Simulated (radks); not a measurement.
Valence configurations of Re+ (all share [Xe]). Calculated with a radial shooting solver on a logarithmic mesh with Libxc functionals: scalar-relativistic Kohn-Sham, BLYP, spin-polarised, spherical densities, finite nucleus; open shells are filled with parallel spins first (spin-orbit coupling, left out, can overturn this in heavy ions); Fermi nuclear charge, rms radius 5.3698 fm. Energies are relative to 4f14 5d5 6s1; eigenvalues in eV for spin up.

valence               E (eV)  moment (Bohr magnetons)    e(4f)    e(5d)   e(6p)    e(6s)
4f14 5d5 6s1           0.000                        6  -49.571  -13.756       -  -13.311
4f14 5d6               2.470                        4  -47.149  -11.900       -        -
4f14 5d4 6s2           2.615                        4  -52.698  -15.589       -  -14.062
4f14 5d5.5 6p0.5       4.165                        5  -49.089  -13.471  -7.378        -
4f14 5d5 6p1           6.109                        6  -51.106  -15.081  -8.064        -
4f13 5d6 6s1          42.200                        6  -59.974  -14.995       -  -13.540
4f13 5d5 6s2          43.112                        6  -63.052  -17.220       -  -14.441
4f13 5d5 6s1 6p1      47.868                        8  -64.459  -18.560  -8.815  -15.624
4f13 5d5 6s0.5 6p1.5  51.293                        8  -65.212  -19.209  -9.169  -16.062
4f13 5d5.5 6p1.5      51.433                        7  -63.710  -18.088  -8.852        -

NIST lists [Xe] 4f14 5d5 6s1 as the ground configuration; this level of theory agrees among the configurations tried. The energies are those of spherical high-spin densities, not of single terms.
